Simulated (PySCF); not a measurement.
# Correlation energy of Os⁶⁸⁺ (osmium, charge +68)

[He] 2s2 2p4, high-spin 3P determinant. Calculation: PySCF 2.14, in an uncontracted even-tempered set (18 s from 46 bohr⁻², ratio 2.2; 13 p from 59 bohr⁻², ratio 2.2; 5 d from 230 bohr⁻², ratio 2.4; 5 f from 350 bohr⁻², ratio 2.4; 4 g from 520 bohr⁻², ratio 2.4); scalar relativity by spin-free X2C-1e. Frozen: nothing; 8 electrons correlated; the 12 highest virtual orbitals of each spin left out.

MP2 pair energies summed by pair of shells (mhartree):

```json
{"pair": "2s-2p", "energy": "-103.45", "share (%)": "31.1"}
{"pair": "2p-2p", "energy": "-95.47", "share (%)": "28.7"}
{"pair": "1s-1s", "energy": "-60.38", "share (%)": "18.2"}
{"pair": "1s-2p", "energy": "-38.14", "share (%)": "11.5"}
{"pair": "1s-2s", "energy": "-19.16", "share (%)": "5.8"}
{"pair": "2s-2s", "energy": "-15.68", "share (%)": "4.7"}
```

Total MP2 correlation energy: -332.28 mhartree.

At this charge the one-electron X2C treatment keeps the bare 1/r₁₂, with no two-electron picture change or Breit term. That inflates the 1s pair energies well beyond their four-component values; and a scalar Hamiltonian misses the large spin-orbit splitting of the p shells, which matters for ns² → np² pairs.

Spin-orbit coupling is strong in this species, so the high-spin LS determinant is a model state.
